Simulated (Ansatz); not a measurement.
## A relaxation, step by step

MgSiNH6Cl, closed shell, PBE0-D4/def2-TZVP (Ansatz 0.2.0). Settings:

```yaml
hamiltonian: {xc: pbe0, dispersion: d4}
relax: {f_tol: 0.005, max_steps: 200}
```

Start, a step off a saddle point along its unstable mode:

```
10
angstrom
Mg -0.8278 0.0230 -1.3105
N 1.0624 0.0814 -1.5449
Cl -2.9679 0.0724 -1.8197
H 0.4684 0.0457 0.2392
Si -0.1219 -0.0596 1.6124
H 1.6549 -0.7222 -1.7190
H 1.6011 0.9060 -1.7489
H 0.9035 -0.8013 2.3625
H -1.4152 -0.8231 1.7216
H -0.3573 1.2779 2.2073
```

| step | energy less the last (meV) | largest force component (eV/Å) |
| --- | --- | --- |
| 1 | 648.5 | 1.235 |
| 3 | 216.7 | 0.446 |
| 5 | 110.3 | 0.195 |
| 7 | 97.1 | 0.639 |
| 9 | 26.7 | 0.176 |
| 11 | 12.3 | 0.207 |
| 13 | 1.2 | 0.021 |
| 15 | 0.7 | 0.015 |
| 17 | 0.5 | 0.007 |
| 19 | 0.4 | 0.008 |
| 21 | 0.3 | 0.010 |
| 23 | 0.2 | 0.017 |
| 25 | 0.1 | 0.010 |
| 27 | 0.0 | 0.010 |
| 29 | 0.0 | 0.003 |
| 30 | 0.0 | 0.002 |

Step 7, positions (Å) and forces (eV/Å):

```tsv
atom	x	y	z	Fx	Fy	Fz
Mg1	-0.468	0.132	-1.577	0.029	0.014	0.032
N2	1.316	0.146	-2.180	0.546	0.017	-0.301
Cl3	-2.643	0.163	-1.262	0.000	0.020	-0.001
H4	0.045	-0.010	0.572	0.035	-0.022	-0.032
Si5	-0.407	-0.136	1.993	-0.031	-0.003	0.030
H6	2.001	-0.588	-1.975	-0.365	0.616	-0.226
H7	1.727	0.810	-2.848	-0.224	-0.639	0.530
H8	0.688	-0.831	2.711	-0.006	0.007	0.010
H9	-1.661	-0.919	2.043	0.019	-0.001	-0.019
H10	-0.599	1.233	2.524	-0.004	-0.009	-0.024
```

Step 17, positions (Å) and forces (eV/Å):

| atom | x | y | z | Fx | Fy | Fz |
| --- | --- | --- | --- | --- | --- | --- |
| Mg1 | -0.381 | 0.278 | -1.341 | 0.006 | 0.000 | 0.001 |
| N2 | 1.291 | 0.157 | -2.189 | 0.002 | 0.001 | -0.007 |
| Cl3 | -2.500 | 0.601 | -0.833 | -0.007 | 0.003 | -0.002 |
| H4 | 0.263 | -0.393 | 0.563 | -0.001 | 0.000 | 0.003 |
| Si5 | -0.449 | -0.242 | 1.883 | 0.004 | -0.001 | -0.004 |
| H6 | 2.149 | -0.158 | -1.763 | -0.001 | 0.002 | 0.001 |
| H7 | 1.496 | 0.377 | -3.152 | 0.000 | -0.003 | 0.001 |
| H8 | 0.569 | -0.630 | 2.889 | -0.002 | 0.000 | 0.002 |
| H9 | -1.601 | -1.165 | 1.900 | 0.000 | -0.001 | 0.003 |
| H10 | -0.837 | 1.175 | 2.043 | -0.001 | 0.000 | 0.003 |

Step 19, positions (Å) and forces (eV/Å):

```
atom       x       y       z      Fx      Fy      Fz
 Mg1  -0.379   0.285  -1.343  -0.001  -0.002   0.001
  N2   1.291   0.153  -2.193   0.006   0.003  -0.003
 Cl3  -2.499   0.614  -0.837   0.000   0.000   0.000
  H4   0.261  -0.389   0.564   0.001   0.001   0.000
 Si5  -0.450  -0.245   1.886  -0.001   0.001  -0.004
  H6   2.154  -0.134  -1.757  -0.005   0.001  -0.005
  H7   1.493   0.351  -3.161  -0.001  -0.003   0.008
  H8   0.571  -0.632   2.890  -0.001   0.000   0.001
  H9  -1.599  -1.172   1.901   0.001   0.000   0.000
 H10  -0.843   1.170   2.050   0.000  -0.001   0.002
```

Last step (30):

Mg1  (-0.365, 0.316, -1.339)
N2  (1.283, 0.105, -2.214)
Cl3  (-2.474, 0.691, -0.818)
H4  (0.323, -0.180, 0.604)
Si5  (-0.453, -0.233, 1.896)
H6  (2.153, -0.164, -1.781)
H7  (1.465, 0.237, -3.198)
H8  (0.558, -0.634, 2.906)
H9  (-1.510, -1.256, 1.765)
H10  (-0.981, 1.117, 2.179)
(Å)

Hardware: 4 CPU threads of an Intel Xeon 6975P-C, shared host. Wall time about 42 s.
